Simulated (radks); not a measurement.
Species: Ce-. Configuration: [Xe] 4f1 5d2 6s2.

Method: scalar-relativistic Kohn-Sham, LDA (Slater exchange, VWN5 correlation), spin-polarised, spherical densities, point nucleus; open shells are filled with parallel spins first (spin-orbit coupling, left out, can overturn this in heavy ions); hard spherical wall at 1.5 bohr; computed with a radial shooting solver on a logarithmic mesh with Libxc functionals.

Energy parts (eV):
part                      energy
total                 -238038.66
kinetic                263618.16
electron-nucleus      -600277.64
Hartree                104500.96
exchange-correlation    -5880.14

Orbitals (lengths in bohr, moments of r in powers of bohr; <r^-3> diverges for s and p1/2; r(max) is where P^2 peaks):
orbital  occ.  eigenvalue (eV)      <r>   r(max)  <r^-3>      <r^4>
1s up       1        -39955.33  0.02459  0.01576       -  1.781e-06
1s down     1        -39955.29  0.02459  0.01576       -  1.781e-06
2s up       1        -6186.235   0.1054  0.08920       -  0.0002951
2s down     1        -6185.198   0.1054  0.08919       -  0.0002950
2p up       3        -5514.136  0.09251  0.07175    7945  0.0002161
2p down     3        -5513.290  0.09251  0.07175    7946  0.0002160
3s up       1        -1154.842   0.2810   0.2559       -    0.01238
3s down     1        -1153.887   0.2809   0.2559       -    0.01236
3p up       3        -941.5740   0.2795   0.2507    1563    0.01306
3p down     3        -940.5860   0.2794   0.2507    1564    0.01303
3d up       5        -635.5893   0.2571   0.2066   213.2    0.01112
3d down     5        -634.4590   0.2570   0.2067   213.3    0.01110
4s up       1         -96.3966   0.6644   0.6129       -     0.3438
4s down     1         -94.3818   0.6646   0.6132       -     0.3440
4p up       3         -30.1510   0.7015   0.6469   300.0     0.4240
4p down     3         -28.1771   0.7017   0.6474   299.2     0.4240
4d up       5          67.7905   0.7504   0.6996   34.21     0.5469
4d down     5          69.7843   0.7505   0.7004   34.12     0.5467
4f up       1         179.8831   0.7959   0.7788   5.258     0.6640
4f down     0         181.9175   0.7957   0.7792   5.261     0.6635
5s up       1         198.7315   0.9323    1.103       -      1.234
5s down     1         201.0689   0.9320    1.103       -      1.233
5p up       3         242.5471   0.9175    1.124   279.9      1.229
5p down     3         244.9047   0.9174    1.124   280.0      1.228
5d up       2         309.7514   0.8800    1.147   44.21      1.169
5d down     0         312.1355   0.8800    1.147   44.20      1.169
5f up       0         377.5109   0.8178    1.157   9.998      1.015
5f down     0         379.7884   0.8176    1.157   10.02      1.014
6s up       1         613.4361   0.8812    1.267       -      1.228
6s down     1         615.3072   0.8813    1.267       -      1.229
6p up       0         658.3201   0.8679    1.272   419.8      1.200
6p down     0         660.1906   0.8679    1.272   420.0      1.200
7s up       0         1186.125   0.8543    1.332       -      1.189
7s down     0         1188.008   0.8543    1.332       -      1.189

The highest occupied level is 6s down at 615.31 eV. The configuration is held as typed, so some empty levels lie below it. The density falls to 0.001 e/bohr^3 at r = 1.49 bohr.
